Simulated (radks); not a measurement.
Species: Cr+. Configuration: [Ne] 3s2 3p5 3d5 4p1 (not the ground configuration).

All-electron calculation, non-relativistic Kohn-Sham, MS2 meta-GGA, spin-unpolarised, spherical densities, point nucleus; meta-GGA in the generalised Kohn-Sham scheme. Program: a radial shooting solver on a logarithmic mesh with Libxc functionals.

Energy parts (eV):
part                      energy
total                 -28355.642
kinetic                28331.588
electron-nucleus      -67053.790
Hartree                11667.151
exchange-correlation   -1300.591

Orbitals (lengths in bohr, moments of r in powers of bohr):
orbital,occ.,eigenvalue (eV),<r>,<1/r>
1s,2,-5866.569,0.06413,23.54
2s,2,-680.8003,0.2947,5.002
2p,6,-578.1282,0.2607,4.925
3s,2,-89.2615,0.9006,1.554
3p,5,-60.3879,0.9548,1.430
3d,5,-15.9428,1.230,1.086
4p,1,-7.6671,3.587,0.3552

The highest occupied level is 4p at -7.667 eV. The electron density at the nucleus is 9330 e/bohr^3.
